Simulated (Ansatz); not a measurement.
A made-up structure of Al₂H₄Se, singlet:

| atom | x (Å) | y (Å) | z (Å) |
| --- | --- | --- | --- |
| Al1 | -1.6280 | 0.5288 | -0.8301 |
| Al2 | 2.0848 | -1.3303 | -0.2483 |
| Se3 | 0.4434 | 0.0640 | 0.6427 |
| H4 | -2.9190 | -0.4021 | -0.7666 |
| H5 | -1.6706 | 1.7584 | -1.8416 |
| H6 | 0.7315 | 0.5882 | 2.0292 |
| H7 | 2.9722 | -1.2316 | 0.9818 |

It is relaxed with PBE-D4/def2-SVP and then PBE0-D4/def2-TZVP (Ansatz 0.2.0). Atoms count as bonded within 1.22 times the sum of their covalent radii (H–H: 0.88 Å). The end point is not checked to be a true minimum.

Task: Does its bonding change? (A judgement: the text doesn't fix the answer.)

Result: The calculation gives: Yes. Formed: Al1–Al2; broken: Al1–Se3.

Where it ends: The first stage lowers the energy by 2.01 eV in 26 steps. It ends as Al₂H₄Se ([AlH2][AlH][SeH]):
Al1  (-1.167, -0.092, -1.503)
Al2  (0.683, -0.250, 0.294)
Se3  (0.358, 0.961, 2.259)
H4  (-2.386, -1.117, -1.534)
H5  (-1.139, 1.035, -2.628)
H6  (1.628, 0.519, 2.851)
H7  (2.038, -1.081, 0.229)
(Å)

Labels in which every atom is bracketed show which atoms are joined, not bond orders.

For scale, one of the runs: PBE0-D4/def2-TZVP relaxation, 146 basis functions, launched by `ansatz run in.yaml --threads 2 --pin off --events-out ev --progress --plain --max-ram 4352MiB`. Hardware: 2 CPU threads of an Arm Neoverse V1, shared host. Wall time about 51 s.
